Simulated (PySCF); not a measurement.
# Electrostatic potential from atomic charges

Species: `CCC[SiH2]c1cccs1`. Coordinates (PBE0-D3(BJ)/def2-SVP, Å) and charges (e) from the PBE0/pcSseg-1 density (PySCF):

| atom | x | y | z | Mulliken | IAO | Hirshfeld | ESP-fitted |
| --- | --- | --- | --- | --- | --- | --- | --- |
| C1 | -3.523 | -0.275 | -0.350 | -0.3032 | -0.4076 | -0.1138 | -0.3130 |
| C2 | -2.707 | 0.673 | 0.516 | -0.2575 | -0.2360 | -0.0627 | +0.1685 |
| C3 | -1.244 | 0.796 | 0.091 | -0.5526 | -0.5347 | -0.1567 | -0.2512 |
| Si4 | -0.226 | -0.792 | 0.169 | +0.7517 | +0.7496 | +0.3184 | +0.5072 |
| C5 | 1.592 | -0.395 | -0.018 | -0.5743 | -0.4451 | -0.1314 | -0.2906 |
| C6 | 2.513 | -1.005 | -0.846 | -0.0537 | -0.1650 | -0.0683 | -0.0165 |
| C7 | 3.820 | -0.456 | -0.750 | -0.0666 | -0.1845 | -0.0742 | -0.2642 |
| C8 | 3.886 | 0.574 | 0.153 | -0.2810 | -0.3169 | -0.0816 | -0.1926 |
| S9 | 2.361 | 0.866 | 0.879 | +0.2632 | +0.3467 | +0.1075 | +0.0534 |
| H10 | -3.499 | 0.030 | -1.409 | +0.1134 | +0.1334 | +0.0381 | +0.0799 |
| H11 | -4.577 | -0.302 | -0.034 | +0.1216 | +0.1402 | +0.0419 | +0.0804 |
| H12 | -3.141 | -1.308 | -0.300 | +0.1240 | +0.1311 | +0.0364 | +0.0700 |
| H13 | -2.755 | 0.339 | 1.568 | +0.1223 | +0.1287 | +0.0351 | -0.0077 |
| H14 | -3.175 | 1.672 | 0.500 | +0.1226 | +0.1324 | +0.0366 | -0.0140 |
| H15 | -1.167 | 1.192 | -0.938 | +0.1464 | +0.1426 | +0.0380 | +0.0712 |
| H16 | -0.723 | 1.532 | 0.729 | +0.1511 | +0.1443 | +0.0340 | +0.0575 |
| H17 | -0.489 | -1.475 | 1.477 | -0.0741 | -0.1286 | -0.0845 | -0.1241 |
| H18 | -0.554 | -1.752 | -0.929 | -0.0927 | -0.1221 | -0.0791 | -0.1305 |
| H19 | 2.250 | -1.830 | -1.511 | +0.0962 | +0.1575 | +0.0535 | +0.1297 |
| H20 | 4.678 | -0.805 | -1.328 | +0.1036 | +0.1609 | +0.0558 | +0.1837 |
| H21 | 4.753 | 1.175 | 0.426 | +0.1398 | +0.1730 | +0.0570 | +0.2027 |

Points outside the species (Å): A (4.2, 5.6, 1.9); B (0.1, -0.9, 4.1); C (-0.5, 0.4, -4.7); D (-3.0, 3.8, 4.0); E (0.4, -3.0, -4.5).

Problem. Find the potential V = 14.3996 V·Å × Σ q/r of each set of charges at these points.

Solution. In volts:

```json
{"point": "A", "nearest atom": "H21", "distance (Å)": "4.70", "Mulliken": "-0.011", "IAO": "+0.090", "Hirshfeld": "+0.051", "ESP-fitted": "+0.015"}
{"point": "B", "nearest atom": "H17", "distance (Å)": "2.75", "Mulliken": "+0.073", "IAO": "+0.057", "Hirshfeld": "-0.020", "ESP-fitted": "-0.160"}
{"point": "C", "nearest atom": "H15", "distance (Å)": "3.90", "Mulliken": "-0.079", "IAO": "-0.096", "Hirshfeld": "-0.030", "ESP-fitted": "-0.013"}
{"point": "D", "nearest atom": "H14", "distance (Å)": "4.10", "Mulliken": "+0.035", "IAO": "+0.073", "Hirshfeld": "+0.027", "ESP-fitted": "+0.023"}
{"point": "E", "nearest atom": "H19", "distance (Å)": "3.70", "Mulliken": "-0.013", "IAO": "-0.045", "Hirshfeld": "-0.041", "ESP-fitted": "+0.012"}
```

Problem. How far are the other sets from the ESP-fitted one at these points?

Solution. Root-mean-square difference: Hirshfeld 0.069 V, Mulliken 0.109 V, IAO 0.114 V. The ESP scheme is a least-squares fit of atom-centred charges to the potential on four shells outside the van der Waals surface, with the total charge fixed.

Problem. What energy would a point charge of +2 e have at B in the field of the ESP charges, leaving out polarisation?

Solution. -0.320 eV = -30.8 kJ/mol, an attraction.

Isolated species at its PBE0-D3(BJ)/def2-SVP geometry (one conformer only).

Conformer computed: `[CH3:1][CH2:2][CH2:3][SiH2:4][c:5]1[cH:6][cH:7][cH:8][s:9]1`: C1–C2–C3–Si4 -62°, C2–C3–Si4–C5 -168°, C3–Si4–C5–C6 -132°.
